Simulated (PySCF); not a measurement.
C₂H₇PSi₂.
Bonds: C1–C2 (triple), C2–Si3, Si3–P4, P4–Si5. Hydrogens: H6 on C1; H7, H8 on Si3; H9 on P4; H10, H11, H12 on Si5.

Level: PBE0/def2-SVPD in PySCF, non-relativistic, on one gas-phase PBE0-D3(BJ)/def2-SVP geometry that isn't relaxed in the solvent. The solvent is an IEF-PCM continuum (cavity from Bondi-type radii × 1.2). The model holds no explicit solvent molecules, cavitation or dispersion.

Gas phase at PBE0/def2-SVPD: HOMO -7.42 eV, LUMO -0.59 eV, dipole 1.19 D.

Q: What does the continuum do to the energy, the frontier levels and the dipole at PBE0/def2-SVPD in chloroform?

A: 
```csv
solvent,ε,E(solvent) − E(gas) (kcal/mol),polarisation term (kcal/mol),distortion of the solute (kcal/mol),HOMO (eV),LUMO (eV),dipole (D)
chloroform,4.711,-1.92,-2.10,0.18,-7.41,-0.55,1.44
```

The polarisation term is half the interaction of the solute with the surface charges that it induces; the rest is the cost of distorting the solute's density. The sum is the electrostatic part of solvation alone.

Q: Which radius a makes the point-dipole formula ΔE = −[(ε − 1)/(2ε + 1)]·μ²/a³ give the value in chloroform, with the gas-phase dipole?

A: μ = 0.466 au and |ΔE| = 0.00306 Eh give a = 1.55 Å; the farthest nucleus lies 3.57 Å from the centroid of the nuclei, so such a sphere wouldn't even hold the nuclei. The formula assumes a rigid point dipole at the centre of a sphere.

Q: How does the static polarisability (PBE0/def2-SVPD, frozen core, with the continuum's full static response) change?

A: 
```tsv
medium	isotropic (au)	principal values (au)	⟨r²⟩ of the electrons (bohr²)
gas	107.0	85.7, 113.6, 121.7	1032.2
chloroform	137.9	111.6, 145.0, 157.2	1031.8
```

The isotropic value in chloroform is 1.29 times the gas-phase one; no cavity-field correction is applied. ⟨r²⟩ is taken about the centre of nuclear charge.

Conformer computed: `[CH:1]#[C:2][SiH2:3][PH:4][SiH3:5]`: C2–Si3–P4–Si5 44°.
